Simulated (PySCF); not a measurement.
Computed IR spectrum (relative IR intensity) of a molecule Cl2H4OSi2. Coordinates come from a PBE-D3(BJ)/def2-SVP optimisation. Other conformers were not sampled. Method: PBE-D3(BJ)/def2-SVP in PySCF 2.14.0. Frequencies are harmonic and unscaled.

| ν (cm⁻¹) | relative intensity |
|---|---|
| 310 | 4.8 |
| 490 | 7.8 |
| 577 | 29 |
| 620 | 2.0 |
| 696 | 11 |
| 704 | 9.7 |
| 784 | 39 |
| 808 | 55 |
| 912 | 18 |
| 916 | 16 |
| 943 | 100 |
| 1055 | 83 |
| 2177 | 15 |
| 2189 | 27 |
| 2201 | 27 |
| 2258 | 20 |

Q: Pick the molecule that these values belong to.
A. [SiH3]O[SiH](Cl)Cl
B. O[SiH2][SiH](Cl)Cl
C. O[Si]([SiH3])(Cl)Cl
D. O[Si@@H](Cl)[SiH2]Cl

A: A, [SiH3]O[SiH](Cl)Cl
